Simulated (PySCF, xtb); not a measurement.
C₂H₉NOSi, SMILES O[Si@@H](CC)N. One conformer was computed; it need not be the lowest.

Harmonic wavenumbers (cm⁻¹) from GFN2-xTB run with xtb at its own minimum, in rising order: 60, 137, 144, 198, 224, 256, 278, 315, 524, 638, 682, 718, 735, 787, 822, 859, 930, 987, 1026, 1087, 1248, 1305, 1419, 1495, 1511, 1514, 1525, 2237, 2955, 2973, 3006, 3037, 3046, 3476, 3510, 3689.

**Question.** What does PBE-D3(BJ)/def2-SVP run with PySCF give at its own minimum? (An estimate is asked for; the answer gives what the named calculation found.)

**Answer.** 73, 79, 156, 185, 241, 269, 315, 339, 450, 610, 640, 735, 772, 799, 836, 868, 907, 948, 958, 1027, 1204, 1213, 1342, 1379, 1423, 1428, 1498, 2137, 2957, 2965, 3004, 3045, 3059, 3482, 3575, 3750. Paired by order, the mean absolute difference is 39 cm⁻¹ and the zero-point energies are 70.5 and 69.6 kcal/mol.
